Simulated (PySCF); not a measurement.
B3LYP has the VWN-RPA correlation part, as in Gaussian. 

## C₂H₆N, SMILES `C[N]C` (charge 0, multiplicity 2)

Method: B3LYP-D3(BJ)/def2-TZVP in PySCF.

```yaml
highest_occupied_spin_orbital: -6.86 eV
dipole_moment: 1.73 D
total_energy: -134.5719 Ha
cost: roughly 80 core-seconds
```

```xyz
9

C      1.1873     0.0727    -0.0651
N      0.1136    -0.4346     0.7395
C     -1.1706    -0.1369     0.1742
H      1.1120     1.1643    -0.1888
H      1.1605    -0.3543    -1.0796
H      2.1498    -0.1628     0.3882
H     -1.2701    -0.5627    -0.8365
H     -1.3152     0.9493     0.0659
H     -1.9674    -0.5349     0.8023
```
Charge 0, spin multiplicity 2.
